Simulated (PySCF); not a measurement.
Species: BrCl2Ga2H3.
Cartesian coordinates in Å at the PBE0-D3(BJ)/def2-SVP level; atoms count from 1:
```xyz
8
BrCl2Ga2H3 angstrom
Br     3.028    0.781    0.540
Ga     1.453   -0.699   -0.190
Cl    -0.213   -0.776    1.457
Ga    -1.634    0.593    0.119
Cl     0.030    0.528   -1.591
H      1.725   -2.116   -0.752
H     -1.561    2.016    0.731
H     -2.771   -0.345   -0.366
```

Computed with PBE0-D3(BJ)/def2-SVP geometry optimisation, gas phase (PySCF 2.14.0).

**Question.** Which atoms are bound to Ga2, and at what distances?

**Answer.** 4 atoms: H6 1.548 Å, Br1 2.281 Å, Cl3 2.344 Å, Cl5 2.344 Å. The nearest atom not counted as bound is Ga4, at 3.36 Å.

**Question.** List the angles at Ga2.

**Answer.** 
| angle | degrees | distance of the outer atoms (Å) |
| --- | --- | --- |
| Br1–Ga2–H6 | 126.1 | 3.43 |
| Cl5–Ga2–H6 | 111.6 | 3.25 |
| Cl3–Ga2–H6 | 110.5 | 3.23 |
| Br1–Ga2–Cl3 | 106.7 | 3.71 |
| Br1–Ga2–Cl5 | 105.7 | 3.69 |
| Cl3–Ga2–Cl5 | 90.3 | 3.32 |

**Question.** Describe the arrangement about Ga2 in numbers.

**Answer.** Angles from 90.3° to 126.1°; τ4 = (360° − α − β)/141° = 0.87 with α and β the two widest (0 for a square, 1 for a tetrahedron).

**Question.** Which atoms are bound to Ga4, and at what distances?

**Answer.** 4 atoms: H7 1.550 Å, H8 1.552 Å, Cl3 2.384 Å, Cl5 2.387 Å. The nearest atom not counted as bound is Ga2, at 3.36 Å.

**Question.** List the angles at Ga4.

**Answer.** 
| angle | degrees | distance of the outer atoms (Å) |
| --- | --- | --- |
| H7–Ga4–H8 | 135.5 | 2.87 |
| Cl3–Ga4–H7 | 106.1 | 3.18 |
| Cl5–Ga4–H7 | 106.0 | 3.18 |
| Cl5–Ga4–H8 | 105.7 | 3.18 |
| Cl3–Ga4–H8 | 105.4 | 3.17 |
| Cl3–Ga4–Cl5 | 88.3 | 3.32 |

**Question.** Describe the arrangement about Ga4 in numbers.

**Answer.** Angles from 88.3° to 135.5°; τ4 = (360° − α − β)/141° = 0.84 with α and β the two widest (0 for a square, 1 for a tetrahedron). Differences among atoms that Cs makes equivalent are scatter left by the optimiser.

**Question.** Give some angles away from the centre.

**Answer.** Ga2–Cl3–Ga4 90.6°.

**Question.** What are the rotational constants (commonest isotopes, rigid rotor)?

**Answer.** A = 1578, B = 487.3, C = 458.2 MHz: a near-prolate asymmetric top.

Point group: Cs (every atom within 0.08 Å of its image). Charge 0, singlet. Whether it is a minimum is left open (no frequencies).
